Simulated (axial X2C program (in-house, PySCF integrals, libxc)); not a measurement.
# Spin–orbit effects down a group: molecules with H (ions), MP2

Computed with an axial X2C code built on PySCF integrals, spin-free (one-electron X2C) or two-component (2c: spin–orbit coupling with atomic mean-field Coulomb and Gaunt terms, which also bring small scalar terms), in Dyall basis sets with cores contracted in-house; open shells are unrestricted.

Basis sets: Al dyall-v3z, B dyall-v3z, Ga dyall-cv3z, H dyall-v3z. Frozen shells (counts by l): BH⁺ B 1s, H none, 3 electrons correlated; AlH⁺ Al 2s1p, H none, 3 electrons correlated; GaH⁺ Ga 3s2p, H none, 13 electrons correlated. Where the outer core of a metal is frozen, bonds come out longer and ionisation energies lower. Frozen cores can differ along the series, which adds to the trend.

```tsv
molecule	spin-free state	Re (Å)	ωe (cm⁻¹)	De (eV)	2c state	Re 2c (Å)	ωe 2c (cm⁻¹)	De 2c (eV)
BH⁺	M_S = 1/2, Λ = 0	1.193	2659.1	2.35	Ω = 1/2	1.193	2659.0	2.35
AlH⁺	M_S = 1/2, Λ = 0	1.588	1839.0	0.77	Ω = 1/2	1.589	1838.7	0.77
GaH⁺	M_S = 1/2, Λ = 0	1.625	1327.8	0.19	Ω = 1/2	1.626	1324.3	0.18
```

Work out the shifts from the spin-free to the two-component result.



```csv
molecule,2c state,ΔRe (Å),Δωe (cm⁻¹),ΔDe (eV)
BH⁺,Ω = 1/2,0.000,-0.1,0.00
AlH⁺,Ω = 1/2,0.001,-0.3,0.00
GaH⁺,Ω = 1/2,0.001,-3.5,-0.01
```

Shifts of one unit in the last digit are rounding.

Fragments in 2c: B+ + H, Al+ + H, Ga+ + H. Each entry is the lowest single determinant of a limited PBE0 search at one distance. De goes to single-determinant-based atoms at the same level (for ions the charge split of lowest energy) and is withheld (n/a) where an atom does not fit its ground term or J level. Main or longest-lived isotopes.
